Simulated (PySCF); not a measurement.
C₄H₆O₂, SMILES O=C(C)C(=O)C, singlet, GFN2-xTB optimised geometry.

```
12

C     -1.62    -0.76     0.64
C     -0.27    -0.69    -0.01
O      0.31    -1.62    -0.51
C      0.35     0.72     0.00
C      1.84     0.72     0.00
O     -0.35     1.70     0.00
H     -2.23     0.07     0.27
H     -2.10    -1.72     0.44
H     -1.50    -0.63     1.71
H      2.19     0.01    -0.75
H      2.23     1.72    -0.19
H      2.19     0.37     0.97
```

Density from B3LYP/def2-TZVP run with PySCF 2.14.0 at that geometry.

Minimum of the electron density along straight lines between bonded atoms, close to the bond critical point (lines longer than 1.1 times the sum of covalent radii, or with two minima, are not listed):

```json
[
 {"bond": "C1–C2", "length / Å": "1.496", "ρ at the minimum / e bohr⁻³": "0.268", "∇²ρ there / e bohr⁻⁵": "-0.72", "position (fraction from the first atom)": "0.48"},
 {"bond": "C2–O3", "length / Å": "1.205", "ρ at the minimum / e bohr⁻³": "0.426", "∇²ρ there / e bohr⁻⁵": "-0.05", "position (fraction from the first atom)": "0.34"},
 {"bond": "C2–C4", "length / Å": "1.541", "ρ at the minimum / e bohr⁻³": "0.257", "∇²ρ there / e bohr⁻⁵": "-0.68", "position (fraction from the first atom)": "0.50"},
 {"bond": "C4–C5", "length / Å": "1.496", "ρ at the minimum / e bohr⁻³": "0.268", "∇²ρ there / e bohr⁻⁵": "-0.72", "position (fraction from the first atom)": "0.52"},
 {"bond": "C4–O6", "length / Å": "1.205", "ρ at the minimum / e bohr⁻³": "0.426", "∇²ρ there / e bohr⁻⁵": "-0.05", "position (fraction from the first atom)": "0.34"},
 {"bond": "C1–H7", "length / Å": "1.088", "ρ at the minimum / e bohr⁻³": "0.280", "∇²ρ there / e bohr⁻⁵": "-0.97", "position (fraction from the first atom)": "0.65"},
 {"bond": "C1–H8", "length / Å": "1.086", "ρ at the minimum / e bohr⁻³": "0.283", "∇²ρ there / e bohr⁻⁵": "-0.98", "position (fraction from the first atom)": "0.64"},
 {"bond": "C1–H9", "length / Å": "1.090", "ρ at the minimum / e bohr⁻³": "0.276", "∇²ρ there / e bohr⁻⁵": "-0.94", "position (fraction from the first atom)": "0.64"},
 {"bond": "C5–H10", "length / Å": "1.088", "ρ at the minimum / e bohr⁻³": "0.280", "∇²ρ there / e bohr⁻⁵": "-0.97", "position (fraction from the first atom)": "0.65"},
 {"bond": "C5–H11", "length / Å": "1.086", "ρ at the minimum / e bohr⁻³": "0.283", "∇²ρ there / e bohr⁻⁵": "-0.98", "position (fraction from the first atom)": "0.64"},
 {"bond": "C5–H12", "length / Å": "1.090", "ρ at the minimum / e bohr⁻³": "0.276", "∇²ρ there / e bohr⁻⁵": "-0.94", "position (fraction from the first atom)": "0.64"}
]
```
